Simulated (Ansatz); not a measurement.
Reactions of `C[SiH2]C[SiH2]O`.

Calculated with Ansatz (gas phase, PBE0-D4/def2-TZVP geometries, no zero-point term in ΔE). CBS: MP2 limit from def2 TZ/QZ plus the TZ coupled-cluster correction, frozen cores. This one scheme is used for every species. DFT in def2-TZVPP. Elements past krypton have def2 core potentials. For As, Ge, Mo, W outer-core shells are correlated without core-valence functions, which leaves a few kJ/mol of doubt a bond. Scalar relativity is left out up to krypton. One conformer a species, not always the lowest.

```json
{"reaction": "`C[SiH2]C[SiH2]O` + `[O]=[Mo]([OH])([OH])=[S]` → `O[SiH2]C[SiH2]O` + `[CH3][Mo](=[O])([OH])=[S]`", "CCSD(T)/CBS(def2) (kcal/mol)": "-5.9"}
{"reaction": "`C[SiH2]C[SiH2]O` → `C[SiH](C)O[SiH3]`", "CCSD(T)/CBS(def2) (kcal/mol)": "?"}
{"reaction": "`C[SiH2]C[SiH2]O` + H₂S → `O[SiH2]C[SiH2]S` + CH₄", "CCSD(T)/CBS(def2) (kcal/mol)": "?"}
{"reaction": "`C[SiH2]C[SiH2]O` → `CC[SiH2]O[SiH3]`", "CCSD(T)/CBS(def2) (kcal/mol)": "-11.4"}
{"reaction": "`C[SiH2]C[SiH2]O` → `O[SiH2]CC[SiH3]`", "CCSD(T)/CBS(def2) (kcal/mol)": "16.2"}
{"reaction": "`C[SiH2]C[SiH2]O` + arsine → `C[SiH2][AsH2]` + `C[SiH2]O`", "CCSD(T)/CBS(def2) (kcal/mol)": "-6.2"}
{"reaction": "`C[SiH2]C[SiH2]O` + `[NH]=[W](=[NH])([NH2])[Cl]` → `C[SiH2]C[SiH2]Cl` + `[NH]=[W](=[NH])([NH2])[OH]`", "CCSD(T)/CBS(def2) (kcal/mol)": "?"}
{"reaction": "`C[SiH2]C[SiH2]O` → `C[SiH2]O` + `C[SiH]`", "CCSD(T)/CBS(def2) (kcal/mol)": "57.4"}
{"reaction": "`C[SiH2]C[SiH2]O` + `C#[C][GeH3]` → `O[SiH2]C#[C][GeH3]` + `C[SiH2]C`", "CCSD(T)/CBS(def2) (kcal/mol)": "-8.0"}
{"reaction": "`C[SiH2]C[SiH2]O` + HCl → `C[SiH2]Cl` + `C[SiH2]O`", "CCSD(T)/CBS(def2) (kcal/mol)": "-22.9"}
```

(1) Fill in the missing values. (Best estimate.)

Largest T1 diagnostic: 0.025, for `[O]=[Mo]([OH])([OH])=[S]`, so its coupled-cluster energy is less sure.

## Answers

(1) Ansatz gave: `C[SiH2]C[SiH2]O` → `C[SiH](C)O[SiH3]`: -26.0 kcal/mol; `C[SiH2]C[SiH2]O` + H₂S → `O[SiH2]C[SiH2]S` + CH₄: -15.7 kcal/mol; `C[SiH2]C[SiH2]O` + `[NH]=[W](=[NH])([NH2])[Cl]` → `C[SiH2]C[SiH2]Cl` + `[NH]=[W](=[NH])([NH2])[OH]`: +8.6 kcal/mol.
